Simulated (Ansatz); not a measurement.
In(H)(SiH3)2 (H₇InSi₂), SMILES [SiH3][InH][SiH3].

Geometry: PBE-D3(BJ)/def2-SVP. The structure was generated by enumeration; whether it is a known compound was not checked. The def2 effective core potentials stand for the cores of In; spin–orbit coupling is left out.

Two levels are set side by side: PBE/def2-SVPD (Ansatz, an electronic-structure program) and CAM-B3LYP/def2-SVPD (Ansatz). Energy differences of separate SCF runs at the same geometry; the states with an electron removed or added have multiplicity 2 and 2. Differences are taken from unrounded values.

| quantity | CAM-B3LYP | PBE | PBE minus CAM-B3LYP |
|---|---|---|---|
| vertical ionisation energy (eV) | 8.90 | 8.65 | -0.26 |
| vertical electron affinity (eV) | 0.83 | 0.88 | 0.05 |
| vertical singlet–triplet gap (eV) | 3.23 | 2.92 | -0.31 |
